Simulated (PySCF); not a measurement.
**Steps of a relaxation of [Gd(NH2)3(H2O)]−**

[Gd(NH2)3(H2O)]− (singlet in the valence; each metal's 4f electrons, 8 of them, lie in its core potential, out of spins and levels). PySCF 2.14.0, RKS PBE0, Gd lcecp-0-SVP with ECP54, N def2-SVP, H def2-SVP, O def2-SVP; non-relativistic Hamiltonian with scalar-relativistic core potentials where named; density fitting; no spin-orbit coupling. Origin of the start: template. Columns: position (Å) and force (eV/Å). Energies are counted from the last step; some of the 60 steps are shown. Forces carry noise of the integration grid, about 0.01 to 0.03 eV/Å.

Run from Python with OMP_NUM_THREADS=2. Where DIIS fails, smearing, a level shift and second-order steps follow.
It took 7 min on 2 threads of Arm Neoverse V1, on a shared host, from the converged density of the start.

```xyz
13
step 0  E = 1.675 eV
Gd    0.0222   -0.0222    0.0221     0.44   -0.44    0.48
N     1.4213    1.3769    1.4212    -0.42   -0.14   -0.65
H     2.3488    1.1306    1.7618     0.13    0.30    0.20
H     1.1750    2.3044    1.7618     0.35    0.20    0.33
N    -1.3769   -1.4213    1.4212     0.14    0.42   -0.65
H    -2.3044   -1.1750    1.7618    -0.20   -0.35    0.33
H    -1.1306   -2.3488    1.7618    -0.30   -0.13    0.20
N     1.4213   -1.4213   -1.3769    -0.52    0.52    0.22
H     1.1750   -2.3488   -1.7175     0.30   -0.18   -0.20
H     2.3488   -1.1750   -1.7175     0.18   -0.30   -0.20
O    -1.4977    1.4977   -1.4977    -0.46    0.46   -0.36
H    -2.1527    2.1527   -1.2096     0.27   -0.27   -0.10
H    -1.5240    1.5240   -2.4670     0.09   -0.09    0.38
```

```xyz
13
step 20  E = 0.999 eV
Gd    0.1026   -0.1026    0.5729     0.15   -0.15    0.32
N     1.4674    1.6611    1.6004    -0.28   -0.47   -0.23
H     2.4291    1.7092    1.2513     0.11    0.17    0.08
H     1.3469    2.4937    2.1740     0.14    0.14    0.14
N    -1.6611   -1.4674    1.6004     0.47    0.28   -0.23
H    -2.4937   -1.3469    2.1740    -0.14   -0.14    0.14
H    -1.7092   -2.4291    1.2513    -0.17   -0.11    0.08
N     0.8664   -0.8664   -1.8093    -0.03    0.03    0.35
H     0.7607   -1.8775   -1.9574    -0.24    0.03   -0.16
H     1.8775   -0.7607   -1.9574    -0.03    0.24   -0.16
O    -0.9815    0.9815   -1.2966    -0.56    0.56   -1.27
H    -1.6175    1.6175   -1.6681     0.57   -0.57    0.04
H    -0.4620    0.4620   -2.0099     0.02   -0.02    0.92
```

```xyz
13
step 39  E = 0.147 eV
Gd   -0.2129    0.2129    0.5815     0.12   -0.12   -0.12
N     1.3843    1.6171    1.7748    -0.12    0.14    0.12
H     2.3136    1.8337    1.3967    -0.03    0.07    0.06
H     1.3024    2.2352    2.5951     0.13   -0.20   -0.17
N    -1.6171   -1.3843    1.7748    -0.14    0.12    0.12
H    -2.2352   -1.3024    2.5951     0.20   -0.13   -0.17
H    -1.8337   -2.3136    1.3967    -0.07    0.03    0.06
N     0.8780   -0.8780   -1.9090     0.03   -0.03    0.18
H     0.5921   -1.7465   -2.3541    -0.03   -0.04   -0.03
H     1.7465   -0.5921   -2.3541     0.04    0.03   -0.03
O    -0.9707    0.9707   -1.5045    -0.16    0.16   -0.10
H    -1.5652    1.5652   -1.9711     0.09   -0.09   -0.02
H     0.1434   -0.1434   -2.0964    -0.05    0.05    0.11
```

Problem. Where does the relaxation end?

Solution. It stopped unconverged at step 59:
```xyz
13
step 59  E = 0
Gd   -0.2986    0.2986    0.3728
N     1.2250    1.5871    1.7626
H     2.0369    2.2035    1.6477
H     1.2477    1.3471    2.7650
N    -1.5871   -1.2250    1.7626
H    -1.3471   -1.2477    2.7650
H    -2.2035   -2.0369    1.6477
N     0.8748   -0.8748   -1.8963
H     0.6030   -1.7631   -2.3098
H     1.7631   -0.6030   -2.3098
O    -0.9993    0.9993   -1.7688
H    -1.5388    1.5388   -2.3514
H     0.1495   -0.1495   -2.1616
```
